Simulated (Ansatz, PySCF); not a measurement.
Complex: NH3 (SMILES N) (first 4 atoms) with CH3F (SMILES CF); geometry from B3LYP-D3(BJ)/def2-TZVP, rigid monomers moved along the line of their centres of mass till H4···F6 is 2.05 Å.
(charge 0, multiplicity 1):
```xyz
9

N      0.001    -0.175     0.298
H      0.238    -0.882    -0.388
H     -0.149     0.693    -0.203
H      0.812    -0.046     0.895
C      0.094    -0.527     3.417
F      1.328    -0.153     2.874
H     -0.208     0.235     4.136
H     -0.625    -0.600     2.602
H      0.217    -1.489     3.915
```

Monomers are frozen at their geometry in the pair; levels with a basis set take the counterpoise correction.

The values were computed with Ansatz (a program for electronic structure) with Gaussian orbitals; PySCF for the dispersion terms. Values without a source in brackets are computed.

Problem. What interaction energy does PBE/def2-TZVPPD give?

Solution. -1.5 kcal/mol

Problem. What interaction energy does PBE-D4/def2-TZVPPD give?

Solution. -2.3 kcal/mol

Problem. Estimate the interaction energy that HF/aug-cc-pVDZ returns for this input.

Solution. 0.1 kcal/mol
